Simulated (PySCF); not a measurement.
Dipole response of Ir²⁺ (iridium, charge +2)

[Xe] 4f14 5d7, high-spin 4F determinant. Calculation: PySCF 2.14, in aug-cc-pVTZ-PP with one added diffuse shell each of s, p, d, f, g type with ECP60MDF (7s7p6d4f3g, 113 functions); a scalar-relativistic core potential. Coupled (time-dependent) response in atomic units; α is the mean over directions.

```csv
method,mean α (bohr³),C₆ (like pair),S(−4)
PBE0,10.30,66.29,27.20
```

S(−4) is the Cauchy moment in α(ω) = α(0) + S(−4) ω² + …

Spin-orbit coupling is absent.

α(iu) at PBE0:

```json
{"u (hartree)": "0", "α(iu) (bohr³)": "10.30"}
{"u (hartree)": "0.0500", "α(iu) (bohr³)": "10.23"}
{"u (hartree)": "0.100", "α(iu) (bohr³)": "10.04"}
{"u (hartree)": "0.200", "α(iu) (bohr³)": "9.377"}
{"u (hartree)": "0.300", "α(iu) (bohr³)": "8.550"}
{"u (hartree)": "0.500", "α(iu) (bohr³)": "6.965"}
{"u (hartree)": "0.750", "α(iu) (bohr³)": "5.445"}
{"u (hartree)": "1.00", "α(iu) (bohr³)": "4.349"}
{"u (hartree)": "1.50", "α(iu) (bohr³)": "2.930"}
{"u (hartree)": "2.00", "α(iu) (bohr³)": "2.088"}
{"u (hartree)": "3.00", "α(iu) (bohr³)": "1.194"}
{"u (hartree)": "5.00", "α(iu) (bohr³)": "0.5233"}
```

For an ion, C₆ is the dispersion term alone; charge-induced terms of lower order in 1/R come first.

Energies and moments cover only the electrons outside the core potential. Spin-orbit coupling, absent here, splits the open shell strongly.
